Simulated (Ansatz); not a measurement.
Ansatz (a first-principles code) input (RI-MP2/def2-QZVPPD):
A basis named .json is the Basis Set Exchange file of that set.

Ansatz 0.2 input:
```yaml
crystal:
  periodic: [false, false, false]
  atoms:
    - {symbol: Fe, position_ang: [0.00000000, 0.00000000, 0.00000000]}
    - {symbol: Cl, position_ang: [-0.00000000, -0.00000000, -2.14444865]}
    - {symbol: Cl, position_ang: [0.00000000, 0.00000000, 2.14444865]}
basis:
  gaussian:
    orbitals: def2-QZVPPD.json
    fitting: {mean_field: def2-universal-jkfit, correlation: def2-QZVPPD-RIFIT.json}
total_charge: -1
magnetization: {spin_polarized: true, initial_magnetization: 3}
correlation: {method: mp2, electrons: outside_noble_gas}
```

Output:

```
Functional definition: HF
integrals: 0.34 GiB planned
520 factors; integrals over basis functions are off by at most 1.5e0 eV
675 factors; integrals over basis functions are off by at most 7.5e-1 eV
mean field: 1.06 GiB planned
mean field evaluation 1: about -59362.4185 eV, gradient 2.5e1 eV
mean field evaluation 2: about -59364.0275 eV, gradient 2.8e1 eV
mean field evaluation 4: about -59365.8742 eV, gradient 2.2e0 eV
mean field evaluation 8: about -59366.3781 eV, gradient 9.1e-1 eV
mean field evaluation 16: about -59366.3713 eV, gradient 4.2e0 eV
mean field evaluation 32: about -59366.3843 eV, gradient 2.0e0 eV
mean field evaluation 64: about -59364.3959 eV, gradient 6.9e0 eV
mean field evaluation 96: about -59365.6180 eV, gradient 4.2e0 eV
mean field -59366.40385473 eV, -2181.6751016675 hartree, gradient 4.9e-6 eV, S^2 4.510819; 11 other end points of the search recorded, 0 dependent functions left out
19 core orbitals not correlated
reference -59366.40385473 eV, -2181.6751016675 hartree; 13, 10 occupied and 226, 229 virtual orbitals, 675 factors
second order -17.99565903 eV of doubles, -0.00000000 eV of singles
Total energy: -59384.39951376 eV, -2182.3364299391 hartree
```

This state (charge -1, quartet) is run at the relaxed geometry of the species with charge 0 and multiplicity 5.

The determinant is spin-contaminated: <S^2> is 4.51 against 3.75 for a pure state.
